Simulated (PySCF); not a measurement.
BeFH. Atoms are numbered in the order given.

```xyz
3

Be     0.0000     0.0000     0.7861
H      0.0000     0.0000     2.1149
F      0.0000     0.0000    -0.5844
```
Charge 0, spin multiplicity 1.

Geometry optimised at PBE0-D3(BJ)/def2-TZVPD.

These are PySCF with PBE0/def2-TZVPD values and carry that method's errors.

Mulliken values depend strongly on the basis, most of all with diffuse functions as here. Atomic charges (e):

| atom | meta-Löwdin | Mulliken |
|---|---|---|
| Be1 | (withheld) | 0.15 |
| H2 | (withheld) | 0.01 |
| F3 | (withheld) | -0.16 |

### Question
Fill in the missing entries. (An estimate is asked for; the answer gives what the named calculation found.)

### Answer

- Be1, meta-Löwdin: 1.25
- H2, meta-Löwdin: -0.44
- F3, meta-Löwdin: -0.81
